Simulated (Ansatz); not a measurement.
Two structures of Si$_{2}$N$_{2}$H$_{12}$, singlet, reached by relaxing down either side of one saddle point (PBE0-D4/def2-TZVP). Energies are electronic, without zero-point energy. Ansatz 0.2.0; basis: def2-TZVPP and def2-QZVPP; cores frozen in the correlated methods. Extrapolation: Hartree–Fock as exp(−7.88 √X), correlation as X^−2.97. First:

| atom | x (Å) | y (Å) | z (Å) |
| --- | --- | --- | --- |
| Si1 | -1.6329 | -0.5720 | -1.8853 |
| H2 | -1.7832 | -1.9533 | -1.3568 |
| H3 | -2.6656 | 0.3105 | -1.2814 |
| H4 | -1.9307 | -0.6393 | -3.3492 |
| Si5 | 0.5179 | 0.2547 | -1.5251 |
| H6 | -0.1092 | -0.0893 | 1.5639 |
| N7 | -0.9392 | -0.3986 | 1.0546 |
| H8 | 2.3968 | 0.1443 | 1.4524 |
| N9 | 1.8161 | 0.6338 | 2.1231 |
| H10 | 1.3807 | -0.7368 | -0.8265 |
| H11 | 0.5029 | 1.5208 | -0.7436 |
| H12 | 1.1996 | 0.5653 | -2.8196 |
| H13 | -1.1292 | -1.3565 | 1.3225 |
| H14 | -1.7229 | 0.1604 | 1.3686 |
| H15 | 2.2553 | 0.5412 | 3.0306 |
| H16 | 1.8437 | 1.6148 | 1.8719 |

Second:

```
16
angstrom
Si -1.2937 -0.4338 -0.7194
H 2.4746 -1.7992 -0.5712
H -2.3483 -0.7241 -1.7427
H -0.7858 -1.7457 -0.2451
Si 0.3620 0.8471 -1.7657
H 0.1137 0.2038 1.8009
N -1.8797 0.4291 0.6752
H 2.1608 -1.4330 0.0048
N 1.0697 -0.1154 1.9364
H 0.9721 0.0669 -2.8759
H 1.4242 1.2892 -0.8272
H -0.2716 2.0621 -2.3570
H -2.5805 -0.0286 1.2408
H -2.1389 1.3961 0.5451
H 1.0829 -0.7102 2.7554
H 1.6382 0.6957 2.1457
```

(1) Which bonds change from the first to the second?

(2) Give the saddle point's structure and its height above each. (Judge from chemistry; the value comes from the calculation.)

No T1 diagnostic of these runs exceeds 0.012.

Answers

(1) Si₂H₆ ([SiH3][SiH3]) + NH₃ + NH₃ → Si₂NH₇ ([NH2][SiH2][SiH3]) + NH₃ + H₂; bonds formed: Si1–N7, H2–H8, H6–N9; bonds broken: Si1–H2, H6–N7, H8–N9.

(2) The calculation gives: 47.90 kcal/mol above the first and 47.63 kcal/mol above the second (CCSD(T) at an estimated basis limit (MP2 extrapolated from triple and quadruple zeta, plus CCSD(T) − MP2 in triple zeta)).
Si1  (-1.243, -0.473, -0.911)
H2  (1.310, -0.772, -0.582)
H3  (-2.605, -0.098, -1.417)
H4  (-1.229, -1.955, -0.764)
Si5  (0.748, 0.468, -1.713)
H6  (-0.208, 0.008, 1.420)
N7  (-1.357, 0.068, 0.862)
H8  (1.394, -0.420, 0.783)
N9  (1.059, -0.089, 1.747)
H10  (1.545, -0.283, -2.734)
H11  (1.336, 1.468, -0.741)
H12  (0.149, 1.524, -2.669)
H13  (-2.038, -0.477, 1.381)
H14  (-1.665, 1.035, 0.907)
H15  (1.290, -0.788, 2.443)
H16  (1.513, 0.783, 1.988)
(Å)

Labels in which every atom is bracketed show which atoms are joined, not bond orders.

For scale, one of the runs: CCSD(T)/def2-TZVPP, 314 basis functions, launched by `ansatz run in.yaml --threads 8 --pin off --events-out ev --progress --plain --max-ram 19148MiB`. The run took 2 min on 8 CPU threads of an AMD EPYC 7R43 (shared host), with 12 GiB of host memory at its peak.
